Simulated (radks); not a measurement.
Values are calculated unless marked as measured or tabulated.
Task: The table gives one normalised radial function P(r) = r R(r) (large component) of Eu in [Xe] 4f7 6s2 (r in bohr). Code: a radial shooting solver on a logarithmic mesh with Libxc functionals. Model: Dirac Kohn-Sham, exchange-only B88, spin-unpolarised, spherical densities, point nucleus; open shells are shared between the two j in proportion to 2j + 1.

| r | P |
|---|---|
| 0.002029 | 0.0000 |
| 0.003227 | 0.0002 |
| 0.005132 | 0.0006 |
| 0.008228 | 0.0023 |
| 0.01309 | 0.0083 |
| 0.02081 | 0.0283 |
| 0.03337 | 0.0892 |
| 0.05307 | 0.2398 |
| 0.0844 | 0.5175 |
| 0.1353 | 0.7747 |
| 0.2152 | 0.4949 |
| 0.3422 | -0.5646 |
| 0.5487 | -1.3625 |
| 0.8727 | -0.9373 |
| 1.388 | -0.2532 |
| 2.225 | -0.0211 |
| 3.539 | -0.0004 |
| 5.628 | 0.0000 |
| 9.023 | 0.0000 |
| 14.35 | 0.0000 |

Which n and l does it have? It may be an empty orbital.

Result: n = 4, l = 2: the number of nodes gives n - l - 1 = 1, the rise at small r points to l (this Dirac orbital starts as r^gamma with gamma = sqrt((l + 1)^2 - (Z/c)^2) = 2.96; the j = 5/2 orbital of l + 1 starts with the same power, but with a smaller coefficient, and then steepens), and the extent must fit the shell. The curve is that of 4d5/2; the two j differ most near the nucleus, where j = l - 1/2 has the larger amplitude, and in heavy atoms j = l - 1/2 is also the more compact. 4d5/2: eigenvalue -131.44 eV, 1 radial node at r = 0.275 bohr, <r> = 0.659 bohr, 90 % of the charge inside 0.991 bohr.
